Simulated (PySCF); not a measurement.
## Vanadium: a sound run and one with changed settings

Sound run: V [Ar] 3d3 4s2, V⁺ [Ar] 3d4. Computed with PySCF 2.14 in cc-pVTZ (7s6p4d2f1g, 68 functions), with no relativity, point nucleus. In the sound run the correlated levels freeze [Ar]. The sound run starts from symmetry-adapted Hartree-Fock orbitals and uses a fine grid where one is needed.

Changed run: the spin-free X2C one-electron Hamiltonian (Gaussian nucleus). This setting is unsound on purpose.

```tsv
species	method	sound run (hartree)	changed run (hartree)	converged
V	UHF	-942.89200	-947.32871	yes
V	PBE	-943.66047	-948.09538	yes
V	MP2	-942.95045	-947.38779	yes
V⁺	UHF	-942.67479	-947.10216	yes
V⁺	PBE	-943.43566	-947.86031	yes
V⁺	MP2	-942.72015	-947.14779	yes
```

Ionisation energy of V:

| method | sound run (eV) | changed run (eV) |
| --- | --- | --- |
| UHF | 5.911 | 6.165 |
| PBE | 6.117 | 6.396 |
| MP2 | 6.267 | 6.531 |
| SCS-MP2 | 6.773 | 7.037 |

Most of the change in total energy is the relativistic energy itself. On top of that the contraction fixes the core shape for the Hamiltonian it was made with, so the changed run is not a good calculation with the other Hamiltonian either.

For comparison, NIST gives 6.746 eV between the lowest levels.
